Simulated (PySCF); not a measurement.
Give a GFN2-xTB geometry of `F/C=C1C=C/1CCF`.

```xyz
14
C6H6F2 angstrom
F      1.6301   -2.1142   -0.7281
C      2.2124   -0.9401   -0.3251
C      1.4798    0.1252   -0.1357
C      1.2592    1.5150    0.2184
C      0.1949    0.8085   -0.1238
C     -1.2424    0.6210   -0.3404
C     -1.7306   -0.6256    0.4009
F     -1.7431   -0.3909    1.7534
H      3.2773   -1.0356   -0.2039
H      1.7058    2.4267    0.5287
H     -1.4207    0.4685   -1.4086
H     -1.8032    1.4964   -0.0043
H     -1.0636   -1.4758    0.2284
H     -2.7567   -0.8796    0.1179
```

Orientation and origin are arbitrary. Atoms count from 1 in this order. Of the pairs four or more bonds apart, C3···H13 is among the closest relative to their van der Waals radii: 3.03 Å, 104 % of the sum of Bondi's values. The C–C distances run from 1.307 Å (C2=C3, drawn double) to 1.530 Å (C6–C7, drawn single), a spread of 0.223 Å. The 3-membered ring C3–C4–C5 has internal angles of 54.1° to 63.1°.

Bonds between heavy atoms (Å): F1–C2 1.371, C2=C3 1.307, C3–C4 1.451, C4=C5 1.323, C5–C6 1.466, C6–C7 1.530, C7–F8 1.373, C3–C5 1.455.

Structure optimised with GFN2-xTB, isolated species.

Point group: C1 (no symmetry element, even within 0.4 Å). No GFN2-xTB frequencies stand behind this structure, so it isn't proved a minimum. The numbers are those of one conformer (C4–C5–C6–C7 -128°, C5–C6–C7–F8 72°).

The numbers are calculated, not measured.
